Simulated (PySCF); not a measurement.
**Worked example: entropy of an ideal gas**

H4SSi, SMILES [SiH3]S.

Coordinates come from a r2SCAN-D4/def2-TZVP optimisation.

PySCF with r2SCAN-D4/def2-TZVP gives the harmonic wavenumbers 189, 508, 537, 628, 812, 926, 935, 964, 2218, 2222, 2246, 2684 cm⁻¹ and the rotational temperatures 3.1697, 0.3009, 0.2944 K. The molar mass is 64.18 g/mol, the symmetry number 1, the spin multiplicity 1.

Question: Work out the entropy at 298.15 K and 1 atm in the rigid-rotor, harmonic-oscillator model.

Answer: 
Translation (Sackur–Tetrode at 1 atm): S = R[1.5 ln M + 2.5 ln T − 1.16487] = 160.6 J/(mol K).
Rotation: q = (√π/σ) T^1.5/√(θA θB θC) = 17200, S = R[ln q + 3/2] = 93.6 J/(mol K).
Vibration: with u = 1.4388 ν/T, each mode gives R[u/(e^u − 1) − ln(1 − e^−u)]:
```json
[
 {"ν (cm⁻¹)": "189", "modes": "1", "u": "0.91", "S (J/(mol K))": "9.36"},
 {"ν (cm⁻¹)": "508", "modes": "1", "u": "2.45", "S (J/(mol K))": "2.67"},
 {"ν (cm⁻¹)": "537", "modes": "1", "u": "2.59", "S (J/(mol K))": "2.39"},
 {"ν (cm⁻¹)": "628", "modes": "1", "u": "3.03", "S (J/(mol K))": "1.69"},
 {"ν (cm⁻¹)": "812", "modes": "1", "u": "3.92", "S (J/(mol K))": "0.83"},
 {"ν (cm⁻¹)": "926", "modes": "1", "u": "4.47", "S (J/(mol K))": "0.53"},
 {"ν (cm⁻¹)": "935", "modes": "1", "u": "4.51", "S (J/(mol K))": "0.51"},
 {"ν (cm⁻¹)": "964", "modes": "1", "u": "4.65", "S (J/(mol K))": "0.45"}
]
```
The stiffer modes add less than 0.005 each. Sum 18.4 J/(mol K).
Spin: R ln 1 = 0.0 J/(mol K).
Total 272.7 J/(mol K); the program's own thermochemistry gives 272.7. Translation makes up 59 % and vibration 7 %. Anharmonicity, hindered rotation and orbital degeneracy are left out.
